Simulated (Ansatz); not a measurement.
Consider the formal exchange of groups at a C–F bond: `BC(=N)F` + `CF` → `BC(=N)CF` + H–F.

Isolated molecules relaxed with PBE0-D4/def2-TZVP in Ansatz; ΔE leaves out vibrations. CBS: MP2 limit from def2 TZ/QZ plus the TZ coupled-cluster correction, frozen cores. This one scheme is used for every species. Each species was taken in one conformer, which may not be the lowest.

`BC(=N)F`:

Cartesian coordinates in Å:
```
B -0.034 -0.363 0.907
C -0.080 -0.157 -0.640
N 0.142 0.917 -1.253
F -0.225 -1.263 -1.384
H 0.509 -1.321 1.360
H -0.480 0.491 1.609
H 0.168 1.696 -0.599
```

`CF`:

```xyz
5

C    -0.022    0.056    0.011
F     0.484   -1.198   -0.248
H    -0.166    0.586   -0.933
H     0.683    0.602    0.641
H    -0.979   -0.046    0.529
```

`BC(=N)CF`:

Cartesian coordinates in Å:
```
B 0.684 -0.111 -1.423
C 0.393 0.101 0.100
N 1.328 0.665 0.755
C -0.970 -0.198 0.655
F -1.557 -1.216 -0.074
H -0.046 0.389 -2.227
H 1.651 -0.713 -1.771
H 1.042 0.907 1.710
H -1.612 0.686 0.573
H -0.914 -0.510 1.702
```

H–F:

Cartesian coordinates in Å:
```
F 0.435 0.101 0.109
H -0.435 -0.101 -0.109
```

| species | CCSD(T)/def2-SVP energy (Eh) |
| --- | --- |
| `BC(=N)F` | -218.57140 |
| `CF` | -139.28923 |
| `BC(=N)CF` | -257.72281 |
| H–F | -100.13914 |

Q: Work out ΔE.

A: ΔE = (-257.72281) + (-100.13914) − (-218.57140) − (-139.28923) = -0.00132 Eh = -0.04 eV. CCSD(T)/CBS gives -0.14 eV.

Largest T1 diagnostic among the species: 0.014.

At CCSD(T), def2-SVP lies +0.11 eV from the extrapolated value and def2-TZVPP +0.04 eV. From PBE to PBE0 (25 % exact exchange), in def2-TZVPP and without D4, ΔE moves by −0.07 eV.
